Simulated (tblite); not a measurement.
C₅H₁₂BFN₂.
Numbering: `[CH2:1]=[N:2][BH2-:3][NH2+:4][C@@H:5]1[CH2:6][C@H:7]1[CH2:8][F:9]` (hydrogens: H10, H11 on C1; H12, H13 on B3; H14, H15 on N4; H16 on C5; H17, H18 on C6; H19 on C7; H20, H21 on C8)
Bond orders are those of one Lewis drawing.

Computed with GFN2-xTB (tblite), gas phase: L-BFGS steps from a force-field or distance-geometry start until the largest atomic force falls under 0.01 eV/Å.

Step 17: E = -777.9470 eV
```
atom  x, y, z in Å  |  force x, y, z in eV/Å
C1      4.1321   -0.4854    0.0242   -0.018  -0.019   0.041
N2      2.9229   -0.6174    0.2964    0.035   0.062  -0.041
B3      1.8274    0.0889   -0.4370    0.032   0.024  -0.032
N4      0.4496   -0.4530    0.3308   -0.100   0.022  -0.041
C5     -0.7241    0.1788   -0.2158   -0.078   0.021  -0.075
C6     -1.1593    1.5033    0.3207   -0.026  -0.011   0.009
C7     -2.0244    0.2902    0.5369   -0.002   0.029   0.027
C8     -3.3387    0.1742   -0.2000    0.099  -0.001   0.038
F9     -3.6747   -1.1543   -0.3367   -0.032   0.040  -0.018
H10     4.8845   -1.0216    0.6000   -0.003  -0.030   0.019
H11     4.5275    0.1561   -0.7801    0.026  -0.042   0.044
H12     1.7210   -0.2517   -1.5742   -0.036  -0.011  -0.016
H13     1.8278    1.2690   -0.2740    0.013   0.028   0.000
H14     0.4285   -1.4620    0.2124    0.021  -0.034  -0.005
H15     0.5801   -0.2524    1.3181   -0.007   0.025  -0.006
H16    -0.7728    0.0358   -1.2861   -0.024  -0.027  -0.066
H17    -0.6135    1.9014    1.1619   -0.053   0.021   0.014
H18    -1.4973    2.2549   -0.3762    0.021  -0.011   0.041
H19    -2.0650   -0.1349    1.5329    0.022   0.024   0.018
H20    -3.2835    0.5952   -1.2114    0.037  -0.050   0.084
H21    -4.1572    0.6506    0.3569    0.075  -0.064  -0.034
```

Step 18: E = -777.9494 eV
```
atom  x, y, z in Å  |  force x, y, z in eV/Å
C1      4.1333   -0.4880    0.0274   -0.019  -0.003   0.023
N2      2.9213   -0.6120    0.2919    0.066   0.041  -0.028
B3      1.8287    0.0951   -0.4433    0.013  -0.015   0.005
N4      0.4480   -0.4535    0.3287   -0.024   0.034  -0.044
C5     -0.7245    0.1801   -0.2158   -0.095  -0.046  -0.057
C6     -1.1599    1.5029    0.3209   -0.035  -0.008   0.017
C7     -2.0244    0.2892    0.5379   -0.020   0.051   0.030
C8     -3.3386    0.1733   -0.1993    0.091  -0.007   0.038
F9     -3.6740   -1.1554   -0.3378   -0.038   0.041  -0.006
H10     4.8837   -1.0266    0.6055   -0.049  -0.023   0.018
H11     4.5359    0.1511   -0.7753    0.029  -0.040   0.039
H12     1.7165   -0.2512   -1.5781   -0.021   0.010  -0.016
H13     1.8277    1.2750   -0.2768    0.003   0.008  -0.015
H14     0.4320   -1.4634    0.2112    0.005   0.005  -0.013
H15     0.5827   -0.2519    1.3152   -0.014   0.025  -0.007
H16    -0.7780    0.0354   -1.2853   -0.013  -0.022  -0.079
H17    -0.6182    1.8982    1.1654   -0.032   0.041   0.015
H18    -1.4953    2.2541   -0.3769    0.010   0.008   0.040
H19    -2.0643   -0.1300    1.5372    0.019   0.017  -0.016
H20    -3.2848    0.5930   -1.2118    0.045  -0.041   0.101
H21    -4.1567    0.6502    0.3585    0.079  -0.077  -0.046
```

Step 19: E = -777.9517 eV
```
atom  x, y, z in Å  |  force x, y, z in eV/Å
C1      4.1347   -0.4905    0.0308   -0.009   0.011   0.004
N2      2.9203   -0.6060    0.2870    0.065   0.013  -0.007
B3      1.8302    0.1011   -0.4495   -0.012  -0.038   0.030
N4      0.4460   -0.4535    0.3262    0.048   0.036  -0.036
C5     -0.7265    0.1804   -0.2166   -0.075  -0.085  -0.026
C6     -1.1610    1.5024    0.3216   -0.026  -0.004   0.015
C7     -2.0249    0.2893    0.5396   -0.020   0.044   0.025
C8     -3.3371    0.1722   -0.1979    0.048  -0.019   0.029
F9     -3.6741   -1.1557   -0.3389   -0.032   0.019   0.008
H10     4.8816   -1.0322    0.6117   -0.081  -0.021   0.023
H11     4.5452    0.1454   -0.7699    0.038  -0.029   0.025
H12     1.7118   -0.2501   -1.5824   -0.004   0.028  -0.013
H13     1.8275    1.2810   -0.2801   -0.005  -0.013  -0.027
H14     0.4358   -1.4643    0.2095   -0.012   0.042  -0.021
H15     0.5855   -0.2511    1.3121   -0.027   0.025  -0.021
H16    -0.7832    0.0344   -1.2859   -0.010  -0.015  -0.071
H17    -0.6234    1.8959    1.1690   -0.008   0.051   0.012
H18    -1.4929    2.2534   -0.3768   -0.010   0.032   0.029
H19    -2.0639   -0.1248    1.5412    0.017   0.002  -0.028
H20    -3.2855    0.5901   -1.2104    0.060  -0.015   0.083
H21    -4.1551    0.6482    0.3593    0.055  -0.063  -0.031
```

**Question.** Estimate the geometry and energy of step 20. (The exact step hangs on the optimiser's Hessian estimate; all steps are aligned on step 19, rigid shifts and turns removed.)

**Answer.** E = -777.9535 eV, largest force 0.096 eV/Å
```
atom  x, y, z in Å  |  force x, y, z in eV/Å
C1      4.1363   -0.4924    0.0337    0.004   0.017  -0.010
N2      2.9201   -0.6004    0.2824    0.033  -0.010   0.011
B3      1.8314    0.1057   -0.4548   -0.028  -0.041   0.035
N4      0.4451   -0.4528    0.3234    0.076   0.030  -0.029
C5     -0.7296    0.1791   -0.2173   -0.028  -0.072  -0.001
C6     -1.1623    1.5019    0.3225   -0.005   0.003   0.003
C7     -2.0258    0.2902    0.5414   -0.005   0.010   0.017
C8     -3.3353    0.1708   -0.1961   -0.003  -0.031   0.016
F9     -3.6749   -1.1558   -0.3394   -0.018  -0.015   0.018
H10     4.8779   -1.0378    0.6180   -0.087  -0.024   0.032
H11     4.5548    0.1398   -0.7647    0.048  -0.014   0.005
H12     1.7077   -0.2481   -1.5866    0.011   0.039  -0.005
H13     1.8271    1.2860   -0.2840   -0.011  -0.030  -0.034
H14     0.4394   -1.4642    0.2075   -0.020   0.062  -0.026
H15     0.5881   -0.2501    1.3091   -0.038   0.027  -0.033
H16    -0.7876    0.0332   -1.2873   -0.013  -0.008  -0.041
H17    -0.6280    1.8949    1.1724    0.009   0.045  -0.001
H18    -1.4906    2.2535   -0.3761   -0.027   0.045   0.021
H19    -2.0640   -0.1202    1.5440    0.016  -0.015  -0.017
H20    -3.2855    0.5874   -1.2077    0.075   0.014   0.041
H21    -4.1532    0.6451    0.3593    0.013  -0.032  -0.001
```

The energy changes by -0.0018 eV. The first-order estimate −F·Δx gives -0.0026 eV and the mean of the old and new forces, exact on a quadratic surface, -0.0019 eV. The step makes an angle of 69° with the force vector and moves no atom by more than 0.012 Å.

The cost below is that of the whole relaxation. The run took 0.96 s of wall time on one thread, Intel Xeon at 2.50 GHz (x86_64), on a shared host.
